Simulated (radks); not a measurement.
Values are calculated unless marked as measured or tabulated.
Removal energies from the selenium ion Se5+, [Ar] 3d10 4s1, by Delta-SCF beside the eigenvalue of the level emptied. Code: a radial shooting solver on a logarithmic mesh with Libxc functionals. Model: scalar-relativistic Kohn-Sham, PBEsol, spin-polarised, spherical densities, finite nucleus; Fermi nuclear charge, rms radius of each element as measured or else 0.836 A^(1/3) + 0.57 fm. Open shells are filled with parallel spins first.

[
 {"removed from": "4s", "final configuration": "[Ar] 3d10", "Delta-SCF (eV)": "82.907", "-eigenvalue (eV)": "76.401"},
 {"removed from": "3d", "final configuration": "[Ar] 3d9 4s1", "Delta-SCF (eV)": "136.23", "-eigenvalue (eV)": "121.45"},
 {"removed from": "3p", "final configuration": "[Ne] 3s2 3p5 3d10 4s1", "Delta-SCF (eV)": "236.63", "-eigenvalue (eV)": "221.50"},
 {"removed from": "3s", "final configuration": "[Ne] 3s1 3p6 3d10 4s1", "Delta-SCF (eV)": "297.26", "-eigenvalue (eV)": "281.91"}
]
